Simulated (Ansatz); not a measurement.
`B[SiH2]C(O)F` + `C[NH][GeH3]` → `B[N](C)[GeH3]` + `OC(F)[SiH3]` at 600 K and 1 bar (cleavage of the B–Si bond).

Calculated with Ansatz (gas phase, PBE0-D4/def2-TZVP geometries, no zero-point term in ΔE). CCSD(T)/CBS is the MP2 limit (def2-TZVPP, def2-QZVPP) plus CCSD(T) − MP2 in def2-TZVPP, frozen cores. For Ge outer-core shells are correlated without core-valence functions, which leaves a few kJ/mol of doubt a bond. Scalar relativity is left out up to krypton. One conformer a species, not always the lowest.

```
        species  CCSD(T)/CBS energy (Eh)  H − E (kJ/mol)  S (J/(mol·K))
 `B[SiH2]C(O)F`               -530.44445           253.7          458.6
  `C[NH][GeH3]`              -2173.06430           253.9          386.3
`B[N](C)[GeH3]`              -2198.49616           297.1          428.1
  `OC(F)[SiH3]`               -505.08050           207.3          389.8
```

H − E and S are ideal-gas, rigid-rotor, harmonic terms from PBE0-D4/def2-TZVP, for one conformer and one mirror image of each species. 1 Eh = 2625.50 kJ/mol, R = 8.31446 J/(mol·K).

Q: By hand: ΔE, ΔH, ΔS and ΔG.

A: ΔE = (-2198.49616) + (-505.08050) − (-530.44445) − (-2173.06430) = -0.06791 Eh = -178.3 kJ/mol. Δ(H − E) = 297.1 + 207.3 − 253.7 − 253.9 = -3.2, so ΔH = -181.5 kJ/mol. ΔS = 428.1 + 389.8 − 458.6 − 386.3 = -27.0 J/(mol·K). ΔG = -181.5 − 600 × (-27.0)/1000 = -165.3 kJ/mol.

Q: By hand: the equilibrium constant, and the temperature at which ΔG would vanish if ΔH and ΔS stayed fixed.

A: log₁₀ K = −ΔG/(RT ln 10) = 14.4. ΔG = 0 at ΔH/ΔS = 6722 K, far beyond where these terms or the molecules hold.

ΔH outweighs TΔS. A doubt of 5 kJ/mol in ΔE shifts log₁₀ K by 0.4 here. Other conformers and mirror images would add mixing entropy, several J/(mol·K) or more a flexible species. These are equilibria of isolated gas molecules and say nothing of rates. Largest T1 diagnostic: 0.013 (customary marks: 0.02 for closed shells, 0.045 for open ones).
